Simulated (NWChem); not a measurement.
System: GeHOBr, singlet; SMILES [OH][Ge][Br]

The following NWChem deck was run.

```
start job
memory heap 200 mb stack 900 mb global 1100 mb
geometry units angstroms noautosym nocenter noautoz
  Ge     0.335304     1.004555     0.000000
  Br     0.018009    -1.322549     0.000000
  O     -1.390449     1.455685     0.000000
  H     -1.519037     2.413532     0.000000
end
basis spherical
  * library 6-31g*
end
dft
  xc hfexch
  iterations 150
end
property
  efieldgrad
end
task dft property
```

Excerpt of the output:

```
             Northwest Computational Chemistry Package (NWChem) 7.3.0
             --------------------------------------------------------

                             Geometry "geometry" -> ""
                             -------------------------

 Output coordinates in angstroms (scale by  1.889725989 to convert to a.u.)

  No.       Tag          Charge          X              Y              Z
 ---- ---------------- ---------- -------------- -------------- --------------
    1 Ge                  32.0000     0.33530400     1.00455500     0.00000000
    2 Br                  35.0000     0.01800900    -1.32254900     0.00000000
    3 O                    8.0000    -1.39044900     1.45568500     0.00000000
    4 H                    1.0000    -1.51903700     2.41353200     0.00000000

 Effective nuclear repulsion energy (a.u.)     392.1015480754

  xc_inp: hfexch multiplicative factor not found.
                              NWChem Property Module
                              ----------------------

  itol2e modified to match energy
  convergence criterion.

                                 NWChem DFT Module
                                 -----------------

 Summary of "ao basis" -> "ao basis" (spherical)
 ------------------------------------------------------------------------------
       Tag                 Description            Shells   Functions and Types
 ---------------- ------------------------------  ------  ---------------------
 Ge                          6-31g*                 12       32   5s4p3d
 Br                          6-31g*                 12       32   5s4p3d
 O                           6-31g*                  6       14   3s2p1d
 H                           6-31g*                  2        2   2s

  itol2e modified to match energy
  convergence criterion.

            General Information
            -------------------
          SCF calculation type: DFT
          Wavefunction type:  closed shell.
          No. of atoms     :     4
          No. of electrons :    76
           Alpha electrons :    38
            Beta electrons :    38
          Charge           :     0
          Spin multiplicity:     1
          Use of symmetry is: off; symmetry adaption is: off
          Maximum number of iterations: 150
          AO basis - number of functions:    80
                     number of shells:    32
          Convergence on energy requested:  1.00D-07
          Convergence on density requested:  1.00D-05
          Convergence on gradient requested:  5.00D-04

              XC Information
              --------------
                     Hartree-Fock (Exact) Exchange  1.000

      Superposition of Atomic Density Guess
      -------------------------------------

 Sum of atomic energies:       -4722.36129978

      Non-variational initial energy
      ------------------------------

 Total energy =   -4722.727183
 1-e energy   =   -7361.492219
 2-e energy   =    2246.663488
 HOMO         =      -0.286074
 LUMO         =      -0.039145

   convergence    iter        energy       DeltaE   RMS-Dens  Diis-err
 ---------------- ----- ----------------- --------- --------- ---------
 d= 0,ls=0.0,diis     1  -4722.6120312552 -5.11D+03  1.02D-02  5.38D-01
 d= 0,ls=0.0,diis     2  -4722.6548577103 -4.28D-02  3.37D-03  2.87D-01
 d= 0,ls=0.0,diis     3  -4722.6824879414 -2.76D-02  1.02D-03  3.19D-03
 d= 0,ls=0.0,diis     4  -4722.6832224140 -7.34D-04  4.68D-04  3.96D-04
 d= 0,ls=0.0,diis     5  -4722.6833496652 -1.27D-04  1.70D-04  6.13D-05
  Resetting Diis
 d= 0,ls=0.0,diis     6  -4722.6833677740 -1.81D-05  9.67D-05  6.47D-06
 d= 0,ls=0.0,diis     7  -4722.6833716143 -3.84D-06  1.35D-05  4.85D-07
 d= 0,ls=0.0,diis     8  -4722.6833718019 -1.88D-07  6.77D-06  1.22D-07
 d= 0,ls=0.0,diis     9  -4722.6833718502 -4.83D-08  6.69D-06  3.52D-08

         Total DFT energy =    -4722.683371850239
      One electron energy =    -7363.225411897231
           Coulomb energy =     2424.139076852848
    Exchange-Corr. energy =     -175.698584881252
 Nuclear repulsion energy =      392.101548075396

 Numeric. integr. density =        0.000000000000

                       DFT Final Molecular Orbital Analysis
                       ------------------------------------

 Vector   36  Occ=2.000000D+00  E=-4.145148D-01
              MO Center=  6.2D-04, -1.2D+00,  9.6D-11, r^2= 1.8D+00
   Bfn.  Coefficient  Atom+Function         Bfn.  Coefficient  Atom+Function
  ----- ------------  ---------------      ----- ------------  ---------------
    45      0.733974  2 Br pz                49      0.357665  2 Br pz
    41     -0.329811  2 Br pz                69     -0.106933  3 O  pz
    37      0.098495  2 Br pz                73     -0.097744  3 O  pz
    13      0.088227  1 Ge pz                29     -0.043738  1 Ge d -1
     9     -0.035563  1 Ge pz                61      0.028233  2 Br d -1

 Vector   37  Occ=2.000000D+00  E=-4.141869D-01
              MO Center=  7.8D-02, -1.1D+00, -9.4D-11, r^2= 2.0D+00
   Bfn.  Coefficient  Atom+Function         Bfn.  Coefficient  Atom+Function
  ----- ------------  ---------------      ----- ------------  ---------------
    43      0.673002  2 Br px                47      0.313381  2 Br px
    39     -0.300757  2 Br px                44     -0.301366  2 Br py
    40      0.135249  2 Br py                48     -0.128805  2 Br py
    11      0.124680  1 Ge px                12      0.102976  1 Ge py
    10     -0.091169  1 Ge s                 35      0.089776  2 Br px

 Vector   38  Occ=2.000000D+00  E=-3.680856D-01
              MO Center=  3.1D-01,  4.2D-01, -2.1D-12, r^2= 3.8D+00
   Bfn.  Coefficient  Atom+Function         Bfn.  Coefficient  Atom+Function
  ----- ------------  ---------------      ----- ------------  ---------------
    10      0.455501  1 Ge s                 44      0.370841  2 Br py
    43      0.320055  2 Br px                14     -0.310024  1 Ge s
    11     -0.301507  1 Ge px                12     -0.250272  1 Ge py
    67      0.217470  3 O  px                71      0.193317  3 O  px
     6     -0.188567  1 Ge s                 48      0.179182  2 Br py

 Vector   39  Occ=0.000000D+00  E= 1.903720D-02
              MO Center=  3.5D-01,  9.7D-01,  7.0D-14, r^2= 3.8D+00
   Bfn.  Coefficient  Atom+Function         Bfn.  Coefficient  Atom+Function
  ----- ------------  ---------------      ----- ------------  ---------------
    17      0.645005  1 Ge pz                13      0.529693  1 Ge pz
    73     -0.231923  3 O  pz                49     -0.228797  2 Br pz
     9     -0.208018  1 Ge pz                45     -0.181685  2 Br pz
    69     -0.180768  3 O  pz                41      0.082091  2 Br pz
     5      0.062101  1 Ge pz                61      0.036421  2 Br d -1

 Vector   40  Occ=0.000000D+00  E= 8.853387D-02
              MO Center=  4.4D-01,  1.3D+00,  8.7D-15, r^2= 5.5D+00
   Bfn.  Coefficient  Atom+Function         Bfn.  Coefficient  Atom+Function
  ----- ------------  ---------------      ----- ------------  ---------------
    16      1.185506  1 Ge py                46      0.741865  2 Br s
    48      0.540051  2 Br py                12      0.337009  1 Ge py
    15     -0.315449  1 Ge px                70     -0.255486  3 O  s
    10      0.248582  1 Ge s                 14     -0.206058  1 Ge s
    47      0.192903  2 Br px                44      0.190885  2 Br py

 Vector   41  Occ=0.000000D+00  E= 1.358337D-01
              MO Center=  1.8D-01,  8.6D-01,  2.3D-14, r^2= 5.9D+00
   Bfn.  Coefficient  Atom+Function         Bfn.  Coefficient  Atom+Function
  ----- ------------  ---------------      ----- ------------  ---------------
    15      1.019840  1 Ge px                70      0.671568  3 O  s
    14     -0.500782  1 Ge s                 48      0.495862  2 Br py
    46      0.434637  2 Br s                 10      0.381744  1 Ge s
    16      0.373180  1 Ge py                12      0.235708  1 Ge py
    80     -0.196286  4 H  s                 44      0.181339  2 Br py

     Multipole analysis of the density
     ---------------------------------

     L   x y z        total         alpha         beta         nuclear
     -   - - -        -----         -----         ----         -------
     0   0 0 0     -0.000000    -38.000000    -38.000000     76.000000

     1   1 0 0      0.397781      1.410758      1.410758     -2.423736
     1   0 1 0      1.458963      0.809269      0.809269     -0.159574
     1   0 0 1     -0.000000     -0.000000     -0.000000      0.000000

     2   2 0 0    -33.261454    -54.811355    -54.811355     76.361257
     2   1 1 0     -1.232451     17.085024     17.085024    -35.402500
     2   1 0 1     -0.000000     -0.000000     -0.000000      0.000000
     2   0 2 0    -26.918536   -221.097421   -221.097421    415.276306
     2   0 1 1      0.000000      0.000000      0.000000      0.000000
     2   0 0 2    -29.505809    -14.752904    -14.752904      0.000000

          -----------------------
          Electric field gradient
          -----------------------

 1 a.u. = 0.324123 10**(16) esu/cm**3  ( or statvolts/cm**2 ) = 0.97174 10**(22) v/m**2

 ------------------------------------------------------------
   Atom      X         Y         Z
 ------------------------------------------------------------
    1 Ge   0.63363   1.89833   0.00000
 ------------------------------------------------------------

 Electric field gradient in molecular frame (a.u.)
         XX             YY             ZZ             XY             XZ             YZ
 ------------------------------------------------------------------------------------------
        2.203753       0.423069      -2.626822       0.632800      -0.000000       0.000000

 Principal components (a.u.) and orientation
 of principal axis w.r.t. absolute frame                      Asymmetry parameter eta
 --------------------------------------------------------------------------------------
       -2.626822       2.405722       0.221100                       0.831660

        0.000000       0.952654      -0.304057
        0.000000       0.304057       0.952654
        1.000000       0.000000       0.000000

 ------------------------------------------------------------
   Atom      X         Y         Z
 ------------------------------------------------------------
    2 Br   0.03403  -2.49926   0.00000
 ------------------------------------------------------------

 Electric field gradient in molecular frame (a.u.)
         XX             YY             ZZ             XY             XZ             YZ
 ------------------------------------------------------------------------------------------
        2.052513      -2.855536       0.803023      -0.684191      -0.000000      -0.000000

 Principal components (a.u.) and orientation
 of principal axis w.r.t. absolute frame                      Asymmetry parameter eta
 --------------------------------------------------------------------------------------
       -2.949129       2.146106       0.803023                       0.455417

        0.135531       0.990773       0.000000
        0.990773      -0.135531      -0.000000
        0.000000      -0.000000       1.000000

 ------------------------------------------------------------
   Atom      X         Y         Z
 ------------------------------------------------------------
    3 O   -2.62757   2.75085   0.00000
 ------------------------------------------------------------

 Electric field gradient in molecular frame (a.u.)
         XX             YY             ZZ             XY             XZ             YZ
 ------------------------------------------------------------------------------------------
        0.175980      -1.050913       0.874933       0.671145       0.000000       0.000000

 Principal components (a.u.) and orientation
 of principal axis w.r.t. absolute frame                      Asymmetry parameter eta
 --------------------------------------------------------------------------------------
       -1.346726       0.874933       0.471792                       0.299349

       -0.403320       0.000000       0.915059
        0.915059       0.000000       0.403320
        0.000000       1.000000      -0.000000

 ------------------------------------------------------------
   Atom      X         Y         Z
 ------------------------------------------------------------
    4 H   -2.87056   4.56091   0.00000
 ------------------------------------------------------------

 Electric field gradient in molecular frame (a.u.)
         XX             YY             ZZ             XY             XZ             YZ
 ------------------------------------------------------------------------------------------
        0.210085      -0.461915       0.251830       0.088586       0.000000       0.000000

 Principal components (a.u.) and orientation
 of principal axis w.r.t. absolute frame                      Asymmetry parameter eta
 --------------------------------------------------------------------------------------
       -0.473397       0.251830       0.221566                       0.063929

       -0.128534       0.000000       0.991705
        0.991705       0.000000       0.128534
        0.000000       1.000000       0.000000
```

Level: Hartree-Fock/6-31G* (spherical d). Low-valent species are run as closed-shell singlets; no triplet was tried in these runs. All runs use the structure optimised with PBE0/def2-SVP. NWChem prints the field gradient with the sign opposite to the second derivative of the potential.
